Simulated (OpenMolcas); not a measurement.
Multiconfigurational calculation on Ge I

Input:

```
&GATEWAY
Coord
1

Ge 0.0 0.0 0.0
Basis=ANO-RCC
Group=XYZ
NoMove
AngMom=0.0 0.0 0.0
AMFI
&SEWARD
&RASSCF
FileOrb=start.orb
Symmetry=1
Spin=3
nActEl=4 0 0
Inactive=8 6
Ras2=1 3
CIRoot=6 6 1
SDav=6
CIMx=300
Iter=120 100
PrWF=0.3
OrbListing=Nothing
MaxOrb=0
Atom
>>> COPY $Project.JobIph JOBPRE
&RASSCF
FileOrb=start.orb
Symmetry=1
Spin=3
nActEl=4 0 2
Inactive=8 6
Ras2=1 3
Ras3=5 0
CIRoot=3 3 1
SDav=211
CIMx=300
Iter=120 100
PrWF=0.3
OrbListing=Nothing
MaxOrb=0
Thrs=2.0e-7 1.0e-1 5.0e-4
Atom
>>> COPY $Project.JobIph JOB001
&RASSCF
FileOrb=start.orb
Symmetry=1
Spin=1
nActEl=4 0 2
Inactive=8 6
Ras2=1 3
Ras3=5 0
CIRoot=6 6 1
SDav=192
CIMx=300
Iter=120 100
PrWF=0.3
OrbListing=Nothing
MaxOrb=0
Thrs=2.0e-7 1.0e-1 5.0e-4
Atom
>>> COPY $Project.JobIph JOB002
&RASSCF
FileOrb=start.orb
Symmetry=2
Spin=5
nActEl=4 0 2
Inactive=8 6
Ras2=1 3
Ras3=5 0
CIRoot=1 1 1
SDav=36
CIMx=300
Iter=120 100
PrWF=0.3
OrbListing=Nothing
MaxOrb=0
Thrs=2.0e-7 1.0e-1 5.0e-4
Atom
>>> COPY $Project.JobIph JOB003
&RASSCF
FileOrb=start.orb
Symmetry=2
Spin=3
nActEl=4 0 2
Inactive=8 6
Ras2=1 3
Ras3=5 0
CIRoot=5 5 1
SDav=174
CIMx=300
Iter=120 100
PrWF=0.3
OrbListing=Nothing
MaxOrb=0
Thrs=2.0e-7 1.0e-1 5.0e-4
Atom
>>> COPY $Project.JobIph JOB004
&RASSCF
FileOrb=start.orb
Symmetry=2
Spin=1
nActEl=4 0 2
Inactive=8 6
Ras2=1 3
Ras3=5 0
CIRoot=5 5 1
SDav=138
CIMx=300
Iter=120 100
PrWF=0.3
OrbListing=Nothing
MaxOrb=0
Thrs=2.0e-7 1.0e-1 5.0e-4
Atom
>>> COPY $Project.JobIph JOB005
&RASSI
NrOfJobIphs=5 3 6 1 5 5
1 2 3
1 2 3 4 5 6
1
1 2 3 4 5
1 2 3 4 5
IphNames
JOB001
JOB002
JOB003
JOB004
JOB005
EJob
SpinOrbit
DIPRint=1.0
SOCoupling=1000.0
Subsets=2
MEES
Property=10
'ANGMOM' 1 'ANGMOM' 2 'ANGMOM' 3 'MLTPL  1' 1 'MLTPL  1' 2 'MLTPL  1' 3
'AMFI' 1 'AMFI' 2 'AMFI' 3 'MLTPL  2' 6
SOProperty=3
'ANGMOM' 1 'ANGMOM' 2 'ANGMOM' 3
```

Launched by
```bash
OMP_NUM_THREADS=1 MOLCAS_MEM=2252 MOLCAS_PROJECT=a pymolcas a.inp > a.log  # once for each step of the input, in one work folder
```

A driver script runs the steps one by one and writes start.orb anew before each from the orbitals found so far.

Output, cut to the results:

```
--- SEWARD ---
Basis set label: GE.ANO-RCC.........

      Electronic valence basis set:
      ------------------
      Associated Effective Charge  32.000000 au
      Associated Actual Charge     32.000000 au
      Nuclear Model: Point charge

      Shell  nPrim  nBasis  Cartesian Spherical Contaminant
         s      20      10        X
         p      17       9        X
         d      11       8                 X
         f       5       5                 X
         g       2       2                 X
                  Relativistic Douglas-Kroll-Hess integrals:
                    - DKH order of Hamiltonian: 2
                    - DKH order of Properties : 0
                  Atomic mean-field integrals
--- RASSCF ---
Wave function specifications:
      -----------------------------

      Number of closed shell electrons          28
      Number of electrons in active shells       4
      Max number of holes in RAS1 space          0
      Max nr of electrons in RAS3 space          2
      Number of inactive orbitals               14
      Number of active orbitals                  9
      Number of secondary orbitals             107
      Spin quantum number                      1.0
      State symmetry                             1
Orbital specifications:
      -----------------------

      Symmetry species                           1   2
                                                ag  au
      Frozen orbitals                            0   0
      Inactive orbitals                          8   6
      Active orbitals                            6   3
      RAS1 orbitals                              0   0
      RAS2 orbitals                              1   3
      RAS3 orbitals                              5   0
      Secondary orbitals                        54  53
      Deleted orbitals                           0   0
      Number of basis functions                 68  62
      Number of CSFs                           211
      Number of root(s) required                 3
      Iter CI   SX   CI       RASSCF       Energy    max ROT     max BLB   max BLB  Level Ln srch  Step   QN
          iter iter root      energy       change     param      element    value   shift minimum  type update
 Nr of preliminary CI iterations:   1
      Total energies have been shifted. Add                -2000.00 au
        1   1   31    0   -97.02248979    0.00E+00   2.93E-01*   9  15 1 -3.36E-02*  0.00   0.00    SX    NO
        2   1   32    0   -97.03868062   -1.62E-02*  3.77E-02    7  24 1 -2.05E-02*  0.00   0.00    SX    NO
        3   1   32    0   -97.03967409   -9.93E-04*  1.61E-02    7  24 1  2.25E-02*  0.00   0.00    SX    NO
        4   1   29    0   -97.03982927   -1.55E-04*  1.39E-02    7  24 1 -2.06E-02*  0.00   0.00    SX    NO
        5   1   28    0   -97.03993184   -1.03E-04*  6.13E-03    7  24 1  1.83E-02*  0.00   0.54    LS   YES
        6   1   26    0   -97.04018372   -2.52E-04*  2.15E-03    7  24 1  1.22E-03*  0.00   1.04    QN   YES
        7   1   25    0   -97.04018545   -1.73E-06* -1.02E-03    7  24 1 -2.90E-04   0.00   0.98    QN   YES
        8   1   20    0   -97.04018566   -2.03E-07* -1.13E-04    9  15 1  3.47E-05   0.00   0.79    QN   YES
        9   1    8    0   -97.04018568   -2.49E-08   8.00E-06    9  15 1  7.32E-06   0.00   1.01    QN   YES
      Convergence after  9 iterations
       10   1    8    0   -97.04018568   -1.04E-10   8.00E-06    9  20 1  2.10E-06   0.00   1.01    QN   YES
      Natural orbitals and occupation numbers for root  1
      sym 1:   1.935734   0.011138   0.006888   0.011138   0.008040   0.008040
      sym 2:   0.990377   0.990377   0.038268
      Natural orbitals and occupation numbers for root  2
      sym 1:   1.935734   0.011138   0.011138   0.006888   0.008040   0.008040
      sym 2:   0.990377   0.038268   0.990377
      Natural orbitals and occupation numbers for root  3
      sym 1:   1.935734   0.008040   0.011138   0.006888   0.008040   0.011138
      sym 2:   0.038268   0.990377   0.990377
::    RASSCF root number  1 Total energy:  -2097.04018568
::    RASSCF root number  2 Total energy:  -2097.04018568
::    RASSCF root number  3 Total energy:  -2097.04018568
--- RASSCF ---
Wave function specifications:
      -----------------------------

      Number of closed shell electrons          28
      Number of electrons in active shells       4
      Max number of holes in RAS1 space          0
      Max nr of electrons in RAS3 space          2
...
--- RASSI ---
SPIN-FREE ENERGIES:
  (Shifted by EMIN (a.u.) =      -2097.0401856808)

 SF State       Relative EMIN(au)   Rel lowest level(eV)    D:o, cm**(-1)      L_eff

     1             0.0000000000        0.0000000000              0.0000         1.0
     2             0.0000000000        0.0000000000              0.0000         1.0
     3             0.0000000000        0.0000000000              0.0000         1.0
     4             0.0384663487        1.0467226725           8442.3877         2.0
     5             0.0384663487        1.0467226725           8442.3877         2.0
     6             0.0384663487        1.0467226725           8442.3877         2.0
     7             0.0384663487        1.0467226725           8442.3877         2.0
     8             0.0384663487        1.0467226725           8442.3877         2.0
     9             0.0867924766        2.3617436040          19048.7468         0.0
    10             0.1579639215        4.2984172817          34669.0734         0.0
    11             0.2361449530        6.4258315268          51827.8265         2.0
    12             0.2361449530        6.4258315268          51827.8265         2.0
    13             0.2361449530        6.4258315268          51827.8265         2.0
    14             0.2361449530        6.4258315268          51827.8265         2.0
    15             0.2361449530        6.4258315268          51827.8265         2.0
    16             0.2489913996        6.7754011451          54647.2956         2.0
    17             0.2489913996        6.7754011451          54647.2956         2.0
    18             0.2489913996        6.7754011451          54647.2956         2.0
    19             0.2489913996        6.7754011451          54647.2956         2.0
    20             0.2489913996        6.7754011451          54647.2956         2.0
     Dipole printing threshold changed to   1.00000000E+00

++ Dipole transition strengths (spin-free states):
...
```

Levels above the lowest, from the spin-orbit matrix, grouped by J:

```csv
Configuration,Term,J,E (cm-1),Measured (cm-1),g,Term weight %
4s2 4p2,3P,0,0.0,0.0,,100
4s2 4p2,3P,1,484,557,1.501,100
4s2 4p2,3P,2,1272,1410,1.499,99
4s2 4p2,1D,2,9383,7125,1.003,99
4s2 4p2,1S,0,20016,16367,,100
4s 4p3,5S*,2,35568,41927,2.002,100
```

Against the 5 measured excited levels shown (NIST Handbook of Basic Atomic Spectroscopic Data) the mean absolute deviation is 2500 cm-1; the largest miss in energy is 4s 4p3 5S* 2: computed 35568, measured 41927 cm-1 (-15.2 %), and the largest in proportion 4s2 4p2 1D2 (+31.7 %).

Without dynamic correlation excited terms often stand tens of per cent too high (terms of higher spin than the ground term too low), and those without a measured partner can miss by more than the paired ones. The run also gave levels led by 4s2 4p 4d, which use shells meant for correlation; these and all levels above them are left out. Computed and measured levels are paired by configuration, term and J; levels that our copy of the source lacks, or whose pairing is in doubt (as where it misses far off the trend of its configuration), stay unpaired and out of the deviations. Only configurations of the active space appear. The first state left out of the spin-orbit step lies near 62000 cm-1 above the lowest spin-free state of the reference (among the parities and spins computed), and the list stops at four fifths of that energy or lower.

The RASSCF and RASSI steps took 68 s on 1 thread of Intel(R) Xeon(R) Platinum 8488C (Sapphire Rapids) (shared host); the integral step is not counted.

The term weight is that of the spin-free term in the level, not the purity of its configuration. * marks odd parity.
